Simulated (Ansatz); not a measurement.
`[OH][Al]([OH])[Cl]` + H₂Se → `[OH][Al]([OH])[SeH]` + HCl  (ligand exchange at the Al–Cl bond)

Gas-phase electronic energies from Ansatz, PBE0-D4/def2-TZVP geometries. CCSD(T)/CBS adds triple-zeta CCSD(T) − MP2 to the extrapolated MP2 energy (def2 sets, frozen cores). This one scheme is used for every species. Functionals use def2-TZVPP. For Se outer-core shells are correlated without core-valence functions, which leaves a few kJ/mol of doubt a bond. Scalar relativity is left out up to krypton. One conformer a species, not always the lowest.

`[OH][Al]([OH])[Cl]`:

Cartesian coordinates in Å:
```
O -0.757 0.861 -1.171
Al 0.076 0.025 0.025
O -0.663 -1.315 0.719
Cl 1.983 0.634 0.632
H -0.395 1.631 -1.607
H -0.245 -1.835 1.403
```

H₂Se:

Cartesian coordinates in Å:
```
Se 0.075 -0.656 -0.179
H -0.686 0.043 0.862
H 0.611 0.614 -0.682
```

`[OH][Al]([OH])[SeH]`:

```xyz
7

O    -0.909   -0.695    1.267
Al   -0.057    0.278    0.187
O     0.052    1.917    0.561
Se    0.946   -0.529   -1.742
H    -1.036   -1.635    1.160
H     0.507    2.563    0.025
H     0.496   -1.898   -1.459
```

HCl:

```xyz
2

Cl   -0.414   -0.117   -0.473
H     0.414    0.117    0.473
```

Problem. Is it downhill or uphill in electronic energy at CCSD(T)/CBS, and by how much? (Best estimate.)

Solution. The calculation gave: Uphill: ΔE = +10.7 kcal/mol.

Problem. What do these levels give: BLYP-D4, r2SCAN-D4, CAM-B3LYP-D4, BLYP, PBE0, r2SCANh, CAM-B3LYP, CCSD/def2-SVP, CCSD(T)/def2-SVP, SCS-MP2/def2-TZVPP, HF/def2-QZVPP, MP2/def2-QZVPP? (Estimate.)

Solution. Computed: BLYP-D4 11.5, r2SCAN-D4 11.6, CAM-B3LYP-D4 12.3, BLYP 12.1, PBE0 10.8, r2SCANh 11.6, CAM-B3LYP 12.6, CCSD/def2-SVP 13.2, CCSD(T)/def2-SVP 12.9, SCS-MP2/def2-TZVPP 11.4, HF/def2-QZVPP 13.7, MP2/def2-QZVPP 10.7 kcal/mol.

Largest T1 diagnostic among the species: 0.011.

In def2-TZVPP, CCSD(T) changes the Hartree–Fock value by −2.6 kcal/mol (the triples alone add −0.4 kcal/mol) and MP2 by −2.7 kcal/mol. Leaving LDA and LC-ωPBE aside and taking each functional with its dispersion term where it has one, the values, not all of them listed here, spread over 3.0 kcal/mol, from PBE-D4 to B97M-V. At CCSD(T), def2-SVP lies +2.3 kcal/mol from the extrapolated value and def2-TZVPP +0.3 kcal/mol.
